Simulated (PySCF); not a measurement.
**C₆ coefficients of unlike pairs at PBE0**

Calculated with PySCF 2.14 from the dipole response of each species, C₆(A,B) = (3/π) ∫ α_A(iu) α_B(iu) du, in atomic units, from isotropic polarisabilities. For ions this is the dispersion term alone; charge-induced terms of lower order in 1/R come first.

```tsv
species	configuration	basis	relativity	α (bohr³)	C₆ (like pair)
Mn³⁺	[Ar] 3d4 (5D)	aug-cc-pVTZ with one added diffuse shell each of s, p, d, f, g type (9s8p6d4f3g)	none	1.975	4.899
Sb³⁺	[Kr] 4d10 5s2 (1S)	aug-cc-pwCVTZ-PP with ECP28MDF (8s7p6d4f1g)	core potential	10.65	50.91
V³⁺	[Ar] 3d2 (3F)	dyall-av2z (16s12p7d2f)	none	2.136	5.426
Mn⁺	[Ar] 3d5 4s1 (7S)	aug-cc-pwCVTZ-DK (10s9p7d4f3g)	spin-free X2C	29.66	155.6
```

Task: Estimate C₆ for Sb³⁺ with Mn³⁺.

Result: The integral gives 14.60. The combination rule 2 C_A C_B / (C_A α_B/α_A + C_B α_A/α_B) gives 13.91 and the geometric mean 15.79.

No spin-orbit coupling is included.

The other pairs:

| pair | C₆ |
| --- | --- |
| V³⁺, Mn³⁺ | 5.152 |
| Mn⁺, Mn³⁺ | 20.59 |
| Mn⁺, V³⁺ | 22.02 |
| V³⁺, Sb³⁺ | 15.50 |
| Mn⁺, Sb³⁺ | 82.61 |
